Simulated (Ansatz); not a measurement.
Geometry optimisation, Ansatz, UKS LDA/def2-SVP.

The input (input.yaml):

```yaml
crystal:
  periodic: [false, false, false]
  atoms:
    - { symbol: O, position_ang: [-0.8128, -1.573, 0.0362] }
    - { symbol: B, position_ang: [-0.1508, -0.2577, 0.0002] }
    - { symbol: O, position_ang: [0.9941, -0.0594, 0.8336] }
    - { symbol: O, position_ang: [-0.533, 0.8349, -0.8722] }
    - { symbol: H, position_ang: [1.7919, -0.3621, 0.2709] }
    - { symbol: H, position_ang: [-1.2473, 1.3533, -0.315] }
magnetization:
  spin_polarized: true
  initial_magnetization: 1
basis:
  gaussian: { orbitals: def2-SVP }
hamiltonian:
  xc: lda
relax:
  f_tol: 0.015
  max_steps: 40
output:
  orbitals: {}
```

Launched with:

```bash
$ ansatz run input.yaml --threads 1 --pin off --max-ram 2048MiB --backend cpu --events-out ev --progress --plain --runs-dir out
```

Task: Where does it end, and by what steps?

Result: The forces met the threshold. After 7 steps the energy has fallen by 1.203 eV; H5 moved furthest, 0.61 Å.

| step | energy less start (eV) | largest force component (eV/Å) | accepted |
| --- | --- | --- | --- |
| 0 | 0.0000 | 4.679 | yes |
| 1 | -0.6348 | 2.344 | yes |
| 2 | -0.9066 | 0.448 | yes |
| 3 | -1.0140 | 0.412 | yes |
| 4 | -1.1370 | 1.154 | yes |
| 5 | -1.1998 | 0.125 | yes |
| 6 | -1.2009 | 0.138 | yes |
| 7 | -1.2030 | 0.010 | yes |

```xyz
6
Properties=species:S:1:pos:R:3
O -0.665 -1.228 0.004
B -0.021 -0.061 -0.008
O 1.292 0.012 0.358
O -0.653 1.088 -0.386
H 1.675 -0.840 0.635
H -1.584 0.966 -0.649
```

The run took 13 s on 1 thread of Arm Neoverse V1 (shared host), peak memory 0.12 GiB.
